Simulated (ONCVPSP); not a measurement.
# tin, ONCV: configuration errors across variants

* Element: Sn (Z = 50)
* Generator: ONCVPSP 4.0.1
* Type: optimised norm-conserving Vanderbilt (ONCV)
* Functional: LDA (Perdew-Wang 92)
* Relativity: scalar-relativistic
* Frozen core: [Ar] 3d10
* Valence charge: 22
* Reference configuration: 4s2 4p6 4d10 5s1 5p3
* Partial waves: 4s+5s: rc 1.05 bohr, ncon 3, nbas 6, qcut 9.9 1/bohr, 2 projectors; 4p+5p: rc 1.65 bohr, ncon 4, nbas 7, qcut 9.7 1/bohr, 2 projectors; 4d: rc 1.30 bohr, ncon 4, nbas 9, qcut 11.8 1/bohr, 2 projectors, debl 3.4 Ha
* Local potential: polynomial inside 0.70 bohr (lpopt 5, dvloc0 3 Ha)
* Core correction: Teter function, fcfact 5, rcfact 1.55

All-electron excitation energies from the reference (eV): (1) 4s2 4p6 4d10 5s2 5p2 -7.077; (2) 4s2 4p6 4d10 5s2 5p1 0.015; (3) 4s2 4p6 4d10 5s2 5p0 14.273; (4) 4s2 4p6 4d9 5s2 5p2 25.697.

2 further variants failed, have other tests or another functional or relativity, and are left out.

Errors AE − PS in meV (a dash: test not solved or not reliable):

```tsv
change	(1)	(2)	(3)	(4)	bound ghosts	GHOST(+) flags above zero
base	+0.1	-1.5	-5.2	-3.1	none	s
s: qcut 10.3	+0.1	-1.5	-5.3	-3.0	none	s
p: qcut 8.3	+0.1	-1.5	-5.1	-3.5	none	s
core correction Teter function, fcfact 5, rcfact 0.92	+0.1	-1.5	-5.1	+0.3	none	s
s: rc 1.16	+0.1	-1.4	-4.9	-3.1	none	s
```

Question: Give the same row for: d: ncon 5, nbas 10.

Answer: +0.1, -1.5, -5.2, -3.2; bound ghosts: none; GHOST(+) flags above zero: s.
